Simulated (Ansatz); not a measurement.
This geometry of CH5AlF2O2 (11 atoms, charge 0, multiplicity 1) is a first-order saddle point.

All numbers below come from RKS PBE-D4/def2-SVP (Ansatz).

```xyz
11
Properties=species:S:1:pos:R:3
Al -0.222 1.145 0.715
O 0.260 -0.552 0.173
C -0.521 -1.579 -0.426
F -1.738 1.571 0.146
F 0.197 1.556 2.283
H 1.024 0.224 -0.453
O 1.164 1.444 -0.492
H -1.254 -1.175 -1.159
H 0.143 -2.303 -0.941
H -1.080 -2.125 0.362
H 2.027 1.794 -0.207
```

Task: Which two structures does it join? (They come from a converged band through this point; their orientation in space is the band's.)

Result: Bonds broken: H6–O7. Bonds formed: O2–H6.

Initial state:

```xyz
11
Properties=species:S:1:pos:R:3
Al -0.301 1.029 0.557
O 0.078 -0.524 -0.135
C -0.635 -1.710 -0.371
F -1.649 1.859 0.007
F 0.186 1.337 2.139
H 1.483 0.708 -0.716
O 1.313 1.634 -0.389
H -1.649 -1.523 -0.795
H -0.088 -2.349 -1.098
H -0.766 -2.312 0.559
H 2.030 1.850 0.241
```

Final state:

```xyz
11
Properties=species:S:1:pos:R:3
Al -0.022 1.144 0.726
O 0.421 -0.657 0.119
C -0.569 -1.527 -0.469
F -1.643 1.198 0.266
F 0.271 1.279 2.375
H 1.093 -0.351 -0.542
O 1.178 1.696 -0.405
H -1.109 -1.022 -1.294
H -0.078 -2.454 -0.825
H -1.289 -1.776 0.331
H 1.746 2.470 -0.282
```

Task: How far does it lie above each of them?

Result: 0.175 eV above the first and 0.260 eV above the second. This is the barrier of this one path; another mechanism may lie lower. The orbitals stay closed-shell, which can raise the energy where a bond breaks towards radicals; this wasn't checked here.

Time of the run: 59 s on 2 threads of AMD EPYC 9R45 96-Core Processor (Zen 5), on a shared host, peak memory 0.17 GiB.
